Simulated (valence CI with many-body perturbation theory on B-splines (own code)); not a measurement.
# Sensitivity of CI+MBPT for Rb XXV

Computed by valence CI with perturbative core correlation (CI+MBPT): three valence electrons over a frozen Dirac-Fock core [Ne], a basis of 6 s, 6 p, 5 d, 3 f, 1 g functions for each j, with the one-electron correlation potential Σ1 (screened to all orders), the two-electron term Σ2, the three-electron term Σ3, Breit, model QED; selected single and double excitations, second order for the rest, scaled by the run's own slope (own B-spline code, finite nucleus).

No measured spectrum was set against this ion. As an estimate, levels of excited configurations hold to 0.05 to 0.15 % of their energy, terms of the ground configuration to about 0.5 %.

The reference run has the lowest level 3s²3p ²P°_1/2 and an ionisation energy of 1134.59 eV. Its largest variational space holds 2878 state functions.

Names give the largest LS component (configuration and term), which can be under half, so a name can repeat, a term be missing and a line seem to break the LS rules; names also repeat where a configuration has a term twice.

Changed runs:
A. highest l with Σ1, explicit Σ2 and valence Breit (higher l get mean screening factors) 3 → 0
B. core polarisation of operators on → off
C. shift of the energy in Σ1 (hartree) 0 → 4.05
D. correlating orbitals by l 3 3 3 2 1 → 0 0 0 0 0 (bad on purpose)

Excitation energies of the reference run in cm⁻¹, and shifts in cm⁻¹:

```
                 Level  Reference      A  B      C      D
         3s²3p ²P°_3/2     111185   -346  0    +11    -23
          3s3p² ⁴P_1/2     432383  -2437  0    -25  -1049
          3s3p² ⁴P_3/2     493677  -2974  0    -18  -1358
          3s3p² ⁴P_5/2     533353  -2302  0    -15  -1004
          3s3p² ²D_3/2     615002  -1273  0    -15   +283
          3s3p² ²D_5/2     654235  -1951  0   -7.8   -162
          3s3p² ²P_1/2     693195  +2073  0    -17  +1661
          3s3p² ²S_1/2     804154   +862  0   -6.0  +1968
          3s3p² ²P_3/2     813021  +3113  0   -8.1  +1502
          3s²3d ²D_3/2     887760  +4107  0    -12  +2538
          3s²3d ²D_5/2     902211  +3788  0   -9.2  +2445
           3p³ ²D°_3/2    1104070  +4990  0    -42   -130
Ionisation energy (eV)    1134.59  +1.41  0  +0.04  -0.17
```

No effect on these energies: B.
